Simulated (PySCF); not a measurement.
CH5AlOSe, SMILES C[O][AlH][SeH].

The structure is a stationary point at ωB97X-D3(BJ)/def2-SVP. The structure was generated by enumeration; whether it is a known compound was not checked. One conformer was computed; it need not be the lowest.

The numbers are results of TDDFT-PBE0/def2-SVPD (PySCF), not measurements.

Vertical excitations. The molecule is in vacuum.

| state | energy (eV) | λ (nm) | f | main pairs |
|---|---|---|---|---|
| S1 | 5.62 | 220 | 0.035 | HOMO→LUMO+1 81 %, HOMO→LUMO+2 16 % |
| S2 | 5.65 | 219 | 0.064 | HOMO→LUMO 94 % |
| S3 | 5.88 | 211 | 0.040 | HOMO→LUMO+2 80 %, HOMO→LUMO+1 17 % |
| S4 | 6.04 | 205 | 0.001 | HOMO−1→LUMO 98 % |
| S5 | 6.56 | 189 | 0.033 | HOMO−1→LUMO+1 74 %, HOMO−2→LUMO 17 % |
| S6 | 6.70 | 185 | 0.067 | HOMO−2→LUMO 77 %, HOMO−1→LUMO+1 18 % |
| S7 | 6.73 | 184 | 0.010 | HOMO→LUMO+3 61 %, HOMO−3→LUMO 22 %, HOMO−2→LUMO+1 10 % |
| S8 | 6.76 | 183 | 0.013 | HOMO−3→LUMO 76 %, HOMO→LUMO+3 20 % |
| S9 | 6.90 | 180 | 0.012 | HOMO−2→LUMO+1 77 % |
| S10 | 7.02 | 177 | 0.085 | HOMO−1→LUMO+2 73 %, HOMO−3→LUMO+1 14 % |
| T1 | 4.91 | 252 | 0 | HOMO→LUMO 97 % |
| T2 | 5.20 | 238 | 0 | HOMO→LUMO+1 58 %, HOMO→LUMO+2 36 % |
| T3 | 5.44 | 228 | 0 | HOMO→LUMO+2 47 %, HOMO→LUMO+1 33 %, HOMO−1→LUMO 13 % |
| T4 | 5.76 | 215 | 0 | HOMO−1→LUMO 79 % |
Triplets are in the Tamm–Dancoff approximation, which puts them higher than full response would, so one can lie above its singlet here.
